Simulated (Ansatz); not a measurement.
W2O6⁺. The state is a doublet with charge 1. Geometry PBE-D4/def2-SVP, basis def2-TZVP, Ansatz.

```xyz
8

W     0.0208   -0.1366   -1.4899
W    -0.3212   -0.3724    2.2799
O    -1.0858    1.1244    2.5470
O    -1.4256    0.3893   -2.3515
O    -0.3078   -0.5512    0.4618
O     0.6109   -1.5310   -2.3887
O     1.2060    1.1353   -1.7387
O     1.3027   -0.0578    2.6800
```

| run | HOMO (eV) | LUMO (eV) |
| --- | --- | --- |
| A | -13.43 | -10.77 |
| B | -12.47 | -11.69 |
| C | -12.33 | -11.86 |
| D | -12.64 | -12.32 |
| E | -13.28 | -11.12 |

In the def2 sets W takes a core potential; there is no spin–orbit coupling. B3LYP takes the VWN-RPA correlation. No other spin state of charge 1 was run. Another isomer (doublet) lies 1.03 eV lower at PBE0-D4/def2-TZVP; other spin states weren't run for this one.

HOMO and LUMO are taken over both spins.

**Question.** The runs used B3LYP, LDA (SPW92), PBE, PBE0, r2SCAN. Estimate which is which.

**Answer.** A PBE0 (25 % exact exchange); B r2SCAN (0 % exact exchange); C PBE (0 % exact exchange); D LDA (SPW92) (0 % exact exchange); E B3LYP (20 % exact exchange). Exact exchange lowers occupied and raises empty levels; among semilocal functionals meta-GGAs tend to open the gap a little, and such runs are hard to tell apart. The gap grows from 0.32 eV (LDA (SPW92)) to 2.66 eV (PBE0).
